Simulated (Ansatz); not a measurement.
CH3NO2Si can be A, `O=C=N[SiH2]O`, or B, `N[SiH]1OC1=O`.

Program: Ansatz. Geometries: PBE0-D4/def2-TZVP. ΔE: electronic, gas phase. CBS: MP2 limit from def2 TZ/QZ plus the TZ coupled-cluster correction, frozen cores. DFT in def2-TZVPP. One conformer a species, not always the lowest.

A:

```xyz
8

O    -1.930    1.415    2.138
C    -1.299    0.763    1.410
N    -0.688    0.068    0.654
Si    0.610   -0.564   -0.265
O     0.960    0.386   -1.548
H     1.828   -0.587    0.568
H     0.186   -1.918   -0.688
H     0.332    0.436   -2.269
```

B:

Z-matrix (Å, degrees):
```
Si
O 1 1.697
C 1 1.814 2 46.7
N 1 1.678 2 119.8 3 -112.8
H 1 1.476 2 116.7 3 113.6
O 3 1.181 1 168.9 2 -173.4
H 4 1.006 1 124.2 2 46.1
H 4 1.006 1 122.4 2 -132.9
```

Q: Which is lower in electronic energy at CCSD(T)/CBS, and by how much? (Estimate.)

A: The calculation gave: A, by 37.9 kcal/mol.

Q: Give E(B) − E(A) in kcal/mol with ωB97M-V, MP2/def2-TZVPP, PBE0-D4, LDA (SPW92), r2SCAN-D4, CCSD/def2-TZVPP, BLYP-D4. (An estimate is asked.)

A: Ansatz gave: ωB97M-V 37.0, MP2/def2-TZVPP 40.1, PBE0-D4 36.6, LDA (SPW92) 31.2, r2SCAN-D4 37.7, CCSD/def2-TZVPP 40.1, BLYP-D4 38.8. None reverses the order clearly.

Q: Does the order hold for the free energy at 298.15 K (harmonic terms from PBE0-D4)? (Best estimate.)

A: The calculation gave: Yes: G(B) − G(A) = +40.6 kcal/mol, for one conformer each. Modes under 60 cm⁻¹, often nearly free rotors, make the harmonic entropy too high.

Largest T1 diagnostic: 0.017.

In def2-TZVPP, CCSD(T) changes the Hartree–Fock value by −12.4 kcal/mol (the triples alone add −1.3 kcal/mol) and MP2 by −11.0 kcal/mol. From r2SCAN to r2SCAN0 (25 % exact exchange), in def2-TZVPP and without D4, E(B) − E(A) moves by +1.5 kcal/mol.
